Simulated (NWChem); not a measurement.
System meant: AlHIF; SMILES [F][AlH][I]

NWChem input:

```
start job
memory heap 200 mb stack 900 mb global 1100 mb
geometry units angstroms noautoz
  Al     0.538087     1.549330     0.000000
  F     -0.673194     2.685816     0.000000
  H      2.031487     2.029608     0.000000
  I     -0.111229    -0.815875     0.000000
end
basis spherical
  * library def2-svp
end
ecp
  I library def2-ecp
end
dft
  odft
  mult 2
  xc pbe0
  iterations 150
  mulliken
end
task dft energy
```

End of the output:

```
                                 NWChem DFT Module
                                 -----------------

 Summary of "ao basis" -> "ao basis" (spherical)
 ------------------------------------------------------------------------------
       Tag                 Description            Shells   Functions and Types
 ---------------- ------------------------------  ------  ---------------------
 Al                         def2-svp                 8       18   4s3p1d
 F                          def2-svp                 6       14   3s2p1d
 H                          def2-svp                 3        5   2s1p
 I                          def2-svp                10       26   4s4p2d

 Summary of "ao basis" -> "ao basis" (spherical)
 ------------------------------------------------------------------------------
       Tag                 Description            Shells   Functions and Types
 ---------------- ------------------------------  ------  ---------------------
 Al                         def2-svp                 8       18   4s3p1d
 F                          def2-svp                 6       14   3s2p1d
 H                          def2-svp                 3        5   2s1p
 I                          def2-svp                10       26   4s4p2d

      Symmetry analysis of basis
      --------------------------

        a'         45
        a"         18

  number of electrons :                   48
  multiplicity        :                    2
 ------------------------------------------------------------------------
  no. of electrons and multiplicity not compatible                  48
 ------------------------------------------------------------------------
 ------------------------------------------------------------------------
  current input line :
    22: task dft energy
 ------------------------------------------------------------------------
 ------------------------------------------------------------------------
 There is an error in the input file
 ------------------------------------------------------------------------
 For more information see the NWChem manual at https://nwchemgit.github.io

0: no. of electrons and multiplicity not compatible:Received an Error in Communication
```

Task: Find the fault in this run and fix the input.

Result: The program refused the input. Cause: the multiplicity doesn't fit the number of electrons (an even count wants an odd multiplicity, and the reverse). This input runs:
```
start job
memory heap 200 mb stack 900 mb global 1100 mb
geometry units angstroms noautoz
  Al     0.538087     1.549330     0.000000
  F     -0.673194     2.685816     0.000000
  H      2.031487     2.029608     0.000000
  I     -0.111229    -0.815875     0.000000
end
basis spherical
  Al library def2-svp
  F library def2-svp
  H library def2-svp
  I library def2-svp
end
ecp
  I library def2-ecp
end
dft
  xc pbe0
  iterations 150
  mulliken
end
task dft energy
```
It converges to -640.34321 Ha (PBE0/def2-SVP with def2 effective core potentials on I).
